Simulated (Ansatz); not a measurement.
C3H3BrF2 (SMILES C=C(Br)C(F)F) moved off its minimum; all values from Ansatz (an electronic-structure program), cores frozen in correlated methods.
(charge 0, multiplicity 1)
```xyz
9

C     -1.4486    -1.1052    -0.7592
C     -0.4691    -0.5516    -0.2254
Br    -0.4256     1.4704     0.3821
C      0.9636    -0.9207    -0.3583
F      1.2095    -2.2272    -1.0987
F      1.5655    -1.0906     0.7548
H     -1.3879    -2.1355    -0.9546
H     -2.4808    -0.7218    -0.6374
H      1.7598    -0.2891    -0.9648
```

Forces at PBE/def2-TZVPP (eV/Å):

```csv
atom,Fx,Fy,Fz
C1,-5.710,-1.151,-0.330
C2,5.062,4.619,1.165
Br3,-0.292,-1.852,-0.410
C4,2.748,-0.634,-4.199
F5,-1.309,1.397,0.870
F6,1.084,-0.635,3.805
H7,0.293,-1.514,-0.910
H8,0.501,0.018,-0.402
H9,-2.377,-0.248,0.409
```

### Question
Give the forces (eV/Å), the total energy and the dipole at CCSD(T)/aug-cc-pVTZ.

### Answer

```
atom      Fx      Fy      Fz
----  ------  ------  ------
C1    -6.263  -1.618  -0.497
C2     5.432   5.153   1.492
Br3   -0.316  -2.147  -0.510
C4     3.332  -1.055  -4.531
F5    -1.476   1.966   1.266
F6     0.863  -0.641   3.524
H7     0.327  -1.262  -0.914
H8     0.763  -0.002  -0.418
H9    -2.663  -0.394   0.587
```
Energy -2887.9716 hartree, dipole 1.84 D.
